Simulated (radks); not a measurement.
The numbers below are computed, except where a source is named.
Fractional charge and spin in the 5s shell of europium: the spin-up occupation runs from 0 to 1 and the spin-down occupation from 0 to 1; the fullest corner is Eu3+, [Kr] 4d10 4f(up 3, down 3) 5p6 5s(up 1, down 1). Level of theory: scalar-relativistic Kohn-Sham, BLYP, spin-polarised, spherical densities, point nucleus (a radial shooting solver on a logarithmic mesh with Libxc functionals). Energy (eV) minus the two flat planes that join the four corners (they meet along the diagonal where the two added fractions sum to one electron); zero is where a piecewise linear energy would lie.

down \ up       0    0.25     0.5    0.75       1
0           0.000  -1.421  -1.890  -1.414   0.000
0.25       -1.421  -1.828  -1.291   0.181  -1.361
0.5        -1.890  -1.291   0.241  -1.243  -1.809
0.75       -1.414   0.181  -1.243  -1.751  -1.353
1           0.000  -1.361  -1.809  -1.353   0.000

Corners above the fullest one (they belong to Eu4+ and the next ion): (up 1, down 0) 79.850 eV, (up 0, down 1) 79.850 eV, (up 0, down 0) 175.47 eV. With half an added electron in each spin the energy lies 0.241 eV from the planes, and with half an added electron in spin up alone -1.890 eV. The planes are only a guide here: the flat-plane condition holds for ground states with one frontier orbital, while this shell lies below other occupied shells, so the corners above the fullest one are inner-hole states and not the ground states of those ions.
